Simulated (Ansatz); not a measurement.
The cluster K4H3⁺. Charge 1, multiplicity 1. Geometry r2SCAN-D4/def2-SVP.

Cartesian coordinates in Å:
```
K -1.604 -1.424 -1.775
K -1.460 1.361 1.942
K 1.885 1.604 -1.275
K 0.996 -1.302 0.937
H 0.962 1.362 1.103
H 0.855 -0.710 -1.663
H -1.634 -0.892 0.731
```

The structure comes from a short search, and lower isomers may exist.

(1) Estimate the orbital energies around the gap (eV) in Ansatz with HF/def2-TZVP, PBE-D4/def2-SVP, PBE-D4/def2-TZVP, PBE0-D4/def2-SVP, r2SCAN0-D4/def2-TZVP.

Answers

(1) 
```json
{"orbital": "HOMO−5", "HF/def2-TZVP": "-27.67", "PBE-D4/def2-SVP": "-20.93", "PBE-D4/def2-TZVP": "-20.69", "PBE0-D4/def2-SVP": "-22.88", "r2SCAN0-D4/def2-TZVP": "-23.08"}
{"orbital": "HOMO−4", "HF/def2-TZVP": "-27.67", "PBE-D4/def2-SVP": "-20.93", "PBE-D4/def2-TZVP": "-20.69", "PBE0-D4/def2-SVP": "-22.88", "r2SCAN0-D4/def2-TZVP": "-23.08"}
{"orbital": "HOMO−3", "HF/def2-TZVP": "-27.63", "PBE-D4/def2-SVP": "-20.89", "PBE-D4/def2-TZVP": "-20.66", "PBE0-D4/def2-SVP": "-22.84", "r2SCAN0-D4/def2-TZVP": "-23.04"}
{"orbital": "HOMO−2", "HF/def2-TZVP": "-11.51", "PBE-D4/def2-SVP": "-7.75", "PBE-D4/def2-TZVP": "-7.78", "PBE0-D4/def2-SVP": "-8.82", "r2SCAN0-D4/def2-TZVP": "-8.92"}
{"orbital": "HOMO−1", "HF/def2-TZVP": "-10.64", "PBE-D4/def2-SVP": "-7.01", "PBE-D4/def2-TZVP": "-7.07", "PBE0-D4/def2-SVP": "-8.02", "r2SCAN0-D4/def2-TZVP": "-8.17"}
{"orbital": "HOMO", "HF/def2-TZVP": "-10.64", "PBE-D4/def2-SVP": "-7.01", "PBE-D4/def2-TZVP": "-7.07", "PBE0-D4/def2-SVP": "-8.02", "r2SCAN0-D4/def2-TZVP": "-8.17"}
{"orbital": "LUMO", "HF/def2-TZVP": "-2.09", "PBE-D4/def2-SVP": "-3.92", "PBE-D4/def2-TZVP": "-3.91", "PBE0-D4/def2-SVP": "-3.38", "r2SCAN0-D4/def2-TZVP": "-2.99"}
{"orbital": "LUMO+1", "HF/def2-TZVP": "-1.82", "PBE-D4/def2-SVP": "-3.61", "PBE-D4/def2-TZVP": "-3.63", "PBE0-D4/def2-SVP": "-3.06", "r2SCAN0-D4/def2-TZVP": "-2.56"}
{"orbital": "LUMO+2", "HF/def2-TZVP": "-1.82", "PBE-D4/def2-SVP": "-3.61", "PBE-D4/def2-TZVP": "-3.63", "PBE0-D4/def2-SVP": "-3.06", "r2SCAN0-D4/def2-TZVP": "-2.56"}
{"orbital": "LUMO+3", "HF/def2-TZVP": "-1.78", "PBE-D4/def2-SVP": "-3.49", "PBE-D4/def2-TZVP": "-3.50", "PBE0-D4/def2-SVP": "-2.98", "r2SCAN0-D4/def2-TZVP": "-2.53"}
{"orbital": "LUMO+4", "HF/def2-TZVP": "-0.69", "PBE-D4/def2-SVP": "-2.60", "PBE-D4/def2-TZVP": "-2.67", "PBE0-D4/def2-SVP": "-2.05", "r2SCAN0-D4/def2-TZVP": "-1.73"}
{"orbital": "LUMO+5", "HF/def2-TZVP": "-0.41", "PBE-D4/def2-SVP": "-2.49", "PBE-D4/def2-TZVP": "-2.48", "PBE0-D4/def2-SVP": "-1.92", "r2SCAN0-D4/def2-TZVP": "-1.51"}
```
